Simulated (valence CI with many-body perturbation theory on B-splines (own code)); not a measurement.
# Se²⁹⁺: what the settings do

Calculated by valence CI with perturbative core correlation (CI+MBPT): three valence electrons over a frozen Dirac-Fock core [He], a basis of 6 s, 6 p, 5 d, 3 f, 1 g functions for each j, with the one-electron correlation potential Σ1 (screened to all orders), the two-electron term Σ2, the three-electron term Σ3, Breit, model QED; selected single and double excitations, second order for the rest, scaled by the run's own slope (own B-spline code, finite nucleus).

The last digits are not significant, and no measured levels were compared; by estimate large intervals hold to a few tenths of a per cent, small ones and those within an open d or f shell to about a per cent.

The reference run has the lowest level 2s²2p ²P°_1/2 and an ionisation energy of 3302.78 eV. Its largest variational space holds 4261 state functions.

Names give the largest LS component (configuration and term), which can be under half, so a name can repeat, a term be missing and a line seem to break the LS rules; names also repeat where a configuration has a term twice.

Changed runs:
A. three-electron term on → off
B. correlating orbitals by l 3 3 3 2 1 → 2 1 3 3 2
C. Breit term on → off; QED terms on → off; highest l with Σ1, explicit Σ2 and valence Breit (higher l get mean screening factors) 3 → 1
D. highest l in the core sums 6 → 2 (bad on purpose)

Excitation energies of the reference run in cm⁻¹, and shifts in cm⁻¹:

| Level | Reference | A | B | C | D |
| --- | --- | --- | --- | --- | --- |
| 2s²2p ²P°_3/2 | 383769 | +6.6 | -39 | +9185 | +26 |
| 2s2p² ⁴P_1/2 | 634302 | -50 | -163 | +377 | -435 |
| 2s2p² ⁴P_3/2 | 866783 | -111 | -186 | +7334 | -410 |
| 2s2p² ⁴P_5/2 | 989981 | -35 | -195 | +15582 | -405 |
| 2s2p² ²D_3/2 | 1255290 | +256 | -142 | +11301 | -409 |
| 2s2p² ²P_1/2 | 1340450 | +392 | -46 | +4706 | -414 |
| 2s2p² ²D_5/2 | 1420080 | +148 | -193 | +18289 | -384 |
| 2s2p² ²S_1/2 | 1750820 | +433 | -90 | +12230 | -379 |
| 2s2p² ²P_3/2 | 1762200 | +394 | -52 | +17618 | -381 |
| 2p³ ⁴S°_3/2 | 2021190 | +335 | -392 | +10078 | -852 |
| 2p³ ²D°_3/2 | 2313600 | +315 | -426 | +14915 | -836 |
| 2p³ ²D°_5/2 | 2400350 | +309 | -437 | +23251 | -835 |
| Ionisation energy (eV) | 3302.78 | +0.039 | -0.031 | +2.41 | +0.06 |
